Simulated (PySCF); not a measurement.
An equivalent PySCF input for Mg⁺ (magnesium, charge +1), [Ne] 3s1, 2S determinant, with the spin-free X2C one-electron Hamiltonian (Gaussian nucleus):

```python
from pyscf import gto, scf, dft, mp, cc
import basis_set_exchange as bse
mol = gto.M(atom="Mg 0 0 0", charge=1, spin=1, symmetry="D2h",
            basis=gto.basis.parse(bse.get_basis("aug-cc-pVTZ-DK", elements=["Mg"], fmt="nwchem")),
            nucmod="G")
mf = dft.UKS(mol, xc="PW91,PW91").sfx2c1e()
mf.irrep_nelec = {'Ag': (3, 2), 'B1u': (1, 1), 'B2u': (1, 1), 'B3u': (1, 1)}
mf.kernel()
```

It reaches the same state as the run whose output follows, with an energy that differs only through the grid. The run itself started from symmetry-adapted Hartree-Fock orbitals and held the occupation by maximum overlap, on a logarithmic radial grid, so the iterations belong to that start.

```
SCF conv_tol = 1e-09
number electrons alpha = 6  beta = 5
XC functionals = PW91,PW91
    J. P. Perdew. In P. Ziesche and H. Eschrig, editors, Proceedings of the 75. WE-Heraeus-Seminar and 21st Annual International Symposium on Electronic Structure of Solids, 11. Berlin, 1991. Akademie Verlag.
    J. P. Perdew, J. A. Chevary, S. H. Vosko, K. A. Jackson, M. R. Pederson, D. J. Singh, and C. Fiolhais.,  Phys. Rev. B 46, 6671 (1992)
    J. P. Perdew, J. A. Chevary, S. H. Vosko, K. A. Jackson, M. R. Pederson, D. J. Singh, and C. Fiolhais.,  Phys. Rev. B 48, 4978 (1993)
    J. P. Perdew. In P. Ziesche and H. Eschrig, editors, Proceedings of the 75. WE-Heraeus-Seminar and 21st Annual International Symposium on Electronic Structure of Solids, 11. Berlin, 1991. Akademie Verlag.
    J. P. Perdew, J. A. Chevary, S. H. Vosko, K. A. Jackson, M. R. Pederson, D. J. Singh, and C. Fiolhais.,  Phys. Rev. B 46, 6671 (1992)
    J. P. Perdew, J. A. Chevary, S. H. Vosko, K. A. Jackson, M. R. Pederson, D. J. Singh, and C. Fiolhais.,  Phys. Rev. B 48, 4978 (1993)
cycle= 1 E= -200.082297857871  delta_E= -0.00317  |g|= 0.0291  |ddm|= 0.717
cycle= 2 E= -200.082511174352  delta_E= -0.000213  |g|= 0.0113  |ddm|= 0.225
cycle= 3 E= -200.082550874673  delta_E= -3.97e-05  |g|= 4.35e-05  |ddm|= 0.0615
cycle= 4 E= -200.082550875437  delta_E= -7.64e-10  |g|= 1.39e-06  |ddm|= 0.000353
converged SCF energy = -200.082550875437  <S^2> = 0.75002393  2S+1 = 2.0000239
```
